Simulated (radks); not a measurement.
Results of a calculation; reference values are marked as such.
Task: Os+, 75 electrons, occupied as [Xe] 4f14 5d6 6s1 (the NIST ground configuration). Level of theory: Dirac Kohn-Sham, PBE, spin-unpolarised, spherical densities, finite nucleus; open shells fill j = l - 1/2 first; Fermi nuclear charge, rms radius 5.4126 fm (a radial shooting solver on a logarithmic mesh with Libxc functionals).

Spin-orbit splittings of the eigenvalues, e(l+1/2) - e(l-1/2), with zeta = 2 splitting/(2l+1) and mean radii in bohr:

| shell | occ. | splitting (eV) | zeta (eV) | <r> j=l-1/2 | <r> j=l+1/2 |
|---|---|---|---|---|---|
| 2p | 6 | ? | ? | 0.06130 | 0.06950 |
| 3p | 6 | 333.9 | 222.6 | 0.1835 | 0.1986 |
| 3d | 10 | 72.33 | 28.93 | 0.1734 | 0.1781 |
| 4p | 6 | 78.42 | 52.28 | 0.4357 | 0.4693 |
| 4d | 10 | 14.53 | 5.811 | 0.4825 | 0.4938 |
| 4f | 14 | 2.805 | 0.8013 | 0.5527 | 0.5609 |
| 5p | 6 | 12.19 | 8.127 | 1.101 | 1.202 |
| 5d | 6 | 1.081 | 0.4322 | 1.724 | 1.792 |
| 6p | 0 | 0.9229 | 0.6153 | 3.508 | 3.837 |

Estimate the 2p splitting.

Result: 1531 eV (zeta = 1021 eV).
